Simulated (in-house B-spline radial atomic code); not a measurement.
Results of a calculation; reference values are marked as such.
**Weak and strong correlation along the adiabatic connection**

Two-electron singlets in several external potentials (atomic units), by full CI in B-splines with partial waves to l = 8 (correlation energies up to 0.6 % small). The repulsion is scaled by λ at fixed density; W(λ) is the mean repulsion less the Hartree energy, W(0) = E_x, and the area under W from 0 to 1 is E_xc.

One system gave this curve:

```json
{"λ": "0", "W (hartree)": "-0.28941"}
{"λ": "0.02", "W (hartree)": "-0.29124"}
{"λ": "0.05", "W (hartree)": "-0.29387"}
{"λ": "0.12", "W (hartree)": "-0.29956"}
{"λ": "0.25", "W (hartree)": "-0.30868"}
{"λ": "0.4", "W (hartree)": "-0.31735"}
{"λ": "0.6", "W (hartree)": "-0.32663"}
{"λ": "0.8", "W (hartree)": "-0.33404"}
{"λ": "1", "W (hartree)": "-0.34009"}
{"λ": "1.4", "W (hartree)": "-0.34938"}
{"λ": "2", "W (hartree)": "-0.35896"}
{"λ": "3", "W (hartree)": "-0.36898"}
{"λ": "4.5", "W (hartree)": "-0.37771"}
{"λ": "7", "W (hartree)": "-0.38572"}
```

Task: Which system is it?
A. ω²r²/2 − Z/r, ω = 0.596, Z = 3
B. ω²r²/2 − Z/r, ω = 0.0989, Z = 0.5
C. −Z/r, Z = 4.44, wall at 0.401 bohr
D. −Z exp(−kr)/r, Z = 1.91, k = 0.0682

Result: B. The exchange energy sets the size: ω²r²/2 − Z/r, ω = 0.0989, Z = 0.5: E_x = -0.289, E_c = -0.0304; −Z/r, Z = 4.44, wall at 0.401 bohr: E_x = -5.04, E_c = -0.0476; ω²r²/2 − Z/r, ω = 0.596, Z = 3: E_x = -1.7, E_c = -0.0431; −Z exp(−kr)/r, Z = 1.91, k = 0.0682: E_x = -0.966, E_c = -0.0418 hartree.
